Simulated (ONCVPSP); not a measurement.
## aluminium: one change to an ONCV potential, before and after

```
Element                 : aluminium
Generator               : ONCVPSP 4.0.1
Type                    : optimised norm-conserving Vanderbilt (ONCV)
Functional              : PBE
Relativity              : scalar-relativistic
Frozen core             : [Ne]
Valence charge          : 3
Reference configuration : 3s2 3p1
Partial waves           : 3s: rc 1.70 bohr, ncon 4, nbas 8, qcut 3.4 1/bohr, 2 projectors, debl 1.2 Ha; 3p: rc 2.10 bohr, ncon 4, nbas 9, qcut 3.5 1/bohr, 2 projectors, debl 2.7 Ha; d scattering state at 0.03 Ha: rc 2.20 bohr, ncon 5, nbas 9, qcut 4.1 1/bohr, 3 projectors, debl 3.1 Ha
Local potential         : polynomial inside 1.60 bohr (lpopt 5, dvloc0 0 Ha)
Core correction         : none
```

All-electron outer shells of the reference configuration (PBE, scalar-relativistic, ld1.x):

```csv
shell,level (eV),outermost node (bohr),outermost maximum (bohr)
2s,-108.17,0.16,0.50
2p,-69.64,–,0.43
3s,-7.75,0.80,2.09
3p,-2.71,0.82,2.64
```

Change: functional PW91.

Cutoffs: the cutoffs (Ha) at which the residual kinetic energy of the hardest occupied pseudo-wave falls to 1 and 0.1 mHa per electron; they do not see the model core or the augmentation charge, which bear on the density cutoff. Errors are all-electron minus pseudo energies relative to the spin-unpolarised reference configuration.

Q: What does the change do?

A: The potential gets neither clearly harder nor softer (5.5 Ha and 12 Ha → 5.5 Ha and 12 Ha); of the 4 tests that both files solve, the error grows in 1 and shrinks in 2 by more than 15 % and 0.3 meV (median size 10.1 → 11.1 meV); neither file shows a bound ghost.

```tsv
quantity	base	changed
cutoff, loose	5.5 Ha	5.5 Ha
cutoff, tight	12 Ha	12 Ha
loose cutoff by channel	s 5.5 Ha, p 2.0 Ha	s 5.5 Ha, p 2.0 Ha
bound ghosts	none	none
GHOST(+) flags under 300 eV	s at 72.5 eV	s at 78.7 eV
error for 3s2 3p0, meV [ΔE 5.76 → 5.80 eV]	-3.9	-2.1
error for 3s1 3p0, meV [ΔE 24.99 → 25.08 eV]	+16	+20
error for 3s2 3p0.5, meV [ΔE 2.09 → 2.10 eV]	-0.7	-0.4
error for 3s0 3p3, meV [ΔE 10.45 → 10.47 eV]	+27	+22
s: phases at 1.73 bohr within 0.05 rad from the reference energy up to (Ha; the scan ends near 5)	2.4	2.6
p: phases at 2.13 bohr within 0.05 rad from the reference energy up to (Ha; the scan ends near 5)	3.3	3.3
d: phases at 2.24 bohr within 0.05 rad from the reference energy up to (Ha; the scan ends near 5)	to the end of the scan	to the end of the scan
```

Base: The cutoffs count occupied waves only; projector 2 of the d channel, the hardest unoccupied one, needs 62 Ha at the loose tolerance. Changed file: The cutoffs count occupied waves only; projector 2 of the d channel, the hardest unoccupied one, needs 62 Ha at the loose tolerance.
